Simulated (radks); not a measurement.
Values are calculated unless marked as measured or tabulated.
Valence configurations of O (all share [He]). Code: a radial shooting solver on a logarithmic mesh with Libxc functionals. Model: Dirac Kohn-Sham, PBE, spin-unpolarised, spherical densities, point nucleus; open shells fill j = l - 1/2 first. Energies are relative to 2s2 2p4; eigenvalues in eV.

| valence | E (eV) | e(2p1/2) | e(2p3/2) | e(2s1/2) |
|---|---|---|---|---|
| 2s2 2p4 | 0.000 | -9.050 | -9.013 | -23.956 |
| 2s1.5 2p4.5 | 7.476 | -9.265 | -9.229 | -24.191 |
| 2s1 2p5 | 14.962 | -9.473 | -9.437 | -24.417 |
| 2s0.5 2p5.5 | 22.457 | -9.675 | -9.638 | -24.637 |
| 2p6 | 29.961 | -9.870 | -9.833 | - |

NIST lists [He] 2s2 2p4 as the ground configuration; this level of theory agrees among the configurations tried. The energies are those of spherical spin-averaged densities, not of single terms.
